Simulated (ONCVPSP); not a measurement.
## beryllium (Be): variants of one ONCV potential

Base potential:

beryllium (Be), optimised norm-conserving Vanderbilt (ONCV), made with ONCVPSP 4.0.1 (PBE, scalar-relativistic). Core none, reference 1s2 2s2. Waves: 1s+2s: rc 0.80 bohr, ncon 4, nbas 7, qcut 11.9 1/bohr, 2 projectors; p scattering state at 0.24 Ha: rc 0.80 bohr, ncon 4, nbas 9, qcut 12.3 1/bohr, 2 projectors, debl 2.4 Ha. Local part: polynomial inside 0.80 bohr (lpopt 5, dvloc0 3 Ha). Core correction: none.

All-electron outer shells of the reference configuration (PBE, scalar-relativistic, ld1.x):

```csv
shell,level (eV),outermost node (bohr),outermost maximum (bohr)
1s,-106.21,–,0.27
2s,-5.61,0.59,2.04
```

Cutoffs, loose and tight: the cutoffs (Ha) at which the residual kinetic energy of the hardest occupied pseudo-wave falls to 1 and 0.1 mHa per electron. They do not see the model core or the augmentation charge, which bear on the density cutoff. Test errors are all-electron minus pseudo excitation energies from the reference, over the configurations 1s2 2s1; 1s2 2s0; 1s2 2s1.5; 1s2 2s0 2p1. A dash means not determined; rows that change the core or the reference have their own tests.

```json
{"change": "base", "outcome": "generated", "cutoff, loose": "69 Ha", "cutoff, tight": "176 Ha", "bound ghosts": "none", "GHOST(+) flags above zero": "none", "largest test error (meV)": "+4.9"}
{"change": "p: qcut 7.4", "outcome": "generated", "cutoff, loose": "69 Ha", "cutoff, tight": "176 Ha", "bound ghosts": "none", "GHOST(+) flags above zero": "none", "largest test error (meV)": "+4.8"}
{"change": "p: qcut 9.9", "outcome": "generated", "cutoff, loose": "69 Ha", "cutoff, tight": "176 Ha", "bound ghosts": "none", "GHOST(+) flags above zero": "none", "largest test error (meV)": "+4.8"}
{"change": "p: qcut 11.5", "outcome": "generated", "cutoff, loose": "69 Ha", "cutoff, tight": "176 Ha", "bound ghosts": "none", "GHOST(+) flags above zero": "none", "largest test error (meV)": "+4.9"}
{"change": "p: qcut 13.5", "outcome": "generated", "cutoff, loose": "69 Ha", "cutoff, tight": "176 Ha", "bound ghosts": "none", "GHOST(+) flags above zero": "none", "largest test error (meV)": "+4.9"}
{"change": "p: qcut 16.4", "outcome": "generated", "cutoff, loose": "69 Ha", "cutoff, tight": "176 Ha", "bound ghosts": "none", "GHOST(+) flags above zero": "none", "largest test error (meV)": "+4.9"}
{"change": "p: qcut 18.3", "outcome": "generated", "cutoff, loose": "69 Ha", "cutoff, tight": "176 Ha", "bound ghosts": "none", "GHOST(+) flags above zero": "none", "largest test error (meV)": "+5.0"}
```

Reading the sweep of the qcut of the p channel (base included, trends over the rows without a ghost): The loose cutoff stays near 69 Ha. The median size of the test errors (rows with all tests solved) stays near 2.7 meV.
